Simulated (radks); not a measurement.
Values are calculated unless marked as measured or tabulated.
Task: All-electron atom: Xe24+ in [Ar] 3d10 4s2. Code: a radial shooting solver on a logarithmic mesh with Libxc functionals. Model: scalar-relativistic Kohn-Sham, r2SCAN, spin-polarised, spherical densities, finite nucleus; meta-GGA in the generalised Kohn-Sham scheme; Fermi nuclear charge, rms radius 4.7859 fm. Some entries of the table are withheld. Estimate them.

| orbital | occ. | eigenvalue (eV) | <1/r> (bohr^-1) | <r> (bohr) |
|---|---|---|---|---|
| 1s | 2 | -35198.44 | (1) | 0.02666 |
| 2s | 2 | (2) | 13.37 | 0.1144 |
| 2p | 6 | -5573.292 | 12.75 | 0.1001 |
| 3s | 2 | -1814.145 | 4.878 | (3) |
| 3p | 6 | -1633.800 | (4) | 0.2986 |
| 3d | 10 | (5) | 4.404 | 0.2734 |
| 4s | 2 | (6) | 2.262 | 0.6317 |

Result: 
(1) 1s <1/r> (bohr^-1): 58.11
(2) 2s eigenvalue (eV): -6125.595
(3) 3s <r> (bohr): 0.3016
(4) 3p <1/r> (bohr^-1): 4.640
(5) 3d eigenvalue (eV): -1371.230
(6) 4s eigenvalue (eV): -807.3095
